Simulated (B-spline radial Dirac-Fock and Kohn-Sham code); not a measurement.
# f′ and f″ of Ho, 5.4147 keV to 11.73 keV

These are calculated numbers from a radial atomic solver; the model is the dispersion relation over Dirac-Hartree-Slater subshell photoionisation cross sections, with the Kissel-Pratt high-energy constant (isolated atom, no bound-bound lines or fine structure). The forward scattering factor is f₀ + f′ + i f″.

The run's input, task.json:

```json
{"items": [{
  "Z": 67,
  "q": 0,
  "cfg": [[1, 0, 2], [2, 0, 2], [2, 1, 6], [3, 0, 2], [3, 1, 6], [3, 2, 10], [4, 0, 2], [4, 1, 6], [4, 2, 10], [4, 3, 11], [5, 0, 2], [5, 1, 6], [6, 0, 2]],
  "A": 165,
  "rrms": 5.2022,
  "do": "dispersion",
  "hv": [707.1, 777.5, 1000.0, 1253.6, 1260.0, 1352.0, 1486.9, 1592.0, 1616.0, 1890.0, 1975.0, 2000.0, 2970.0, 2984.4, 3385.0, 4000.0, 4044.0, 4510.9, 5414.7, 6000.0, 6403.9, 6930.3, 7572.0, 7917.0, 8046.0, 8047.8, 9251.7, 11220.0, 11400.0, 11730.0, 12000.0, 15000.0, 16060.0, 17479.3, 22162.9, 24209.8, 28690.0, 30000.0, 30030.0, 40000.0, 50510.0, 50690.0, 64620.0, 70590.0],
  "edges": {"K": 55618.0, "L1": 9394.0, "L2": 8918.0, "L3": 8071.0, "M1": 2128.0, "M2": 1923.0, "M3": 1741.0, "M4": 1392.0, "M5": 1351.0, "N1": 432.4, "N2": 343.5, "N3": 308.2, "N4": 160.0, "N5": 160.0}
}]}
```

Launch: `python xray2_run.py task.json out`

Edges near this range: L1 9394.0 eV, L2 8918.0 eV, L3 8071.0 eV.

```
hν (eV)  λ (Å)   f′ (e)  f″ (e)  tabulated f′  tabulated f″
 5414.7  2.290   -4.620   7.133         -4.63          6.74
   6000  2.066   -5.167   6.077         -5.20          5.78
 6403.9  1.936        ?       ?             ?             ?
 6930.3  1.789   -6.518   4.840         -6.61          4.62
   7572  1.637   -8.351   4.202         -8.45          4.05
   7917  1.566  -10.870   3.911        -11.31          3.80
   8046  1.541  -14.741   3.811        -13.77          3.87
 8047.8  1.541  -14.904   3.810        -13.76          3.89
 9251.7  1.340   -7.581  11.397         -7.96         11.35
  11220  1.105   -2.116   9.757         -2.16          9.56
  11400  1.088   -1.923   9.514         -1.96          9.32
  11730  1.057   -1.620   9.091         -1.65          8.90
```

**Question.** What are f′ and f″ at 6403.9 eV?

**Answer.** f′ = -5.658 and f″ = 5.485 electrons (tables: -5.72 and 5.22). By the optical theorem f″ corresponds to a photoabsorption cross section 2 rₑ λ f″ = 59900 b.

Tabulated f′: xraylib 4.2 anomalous scattering factors (Cullen et al., EPDL97); f″: Chantler's tables (J. Phys. Chem. Ref. Data 1995 and 2000). Both are theoretical tables.
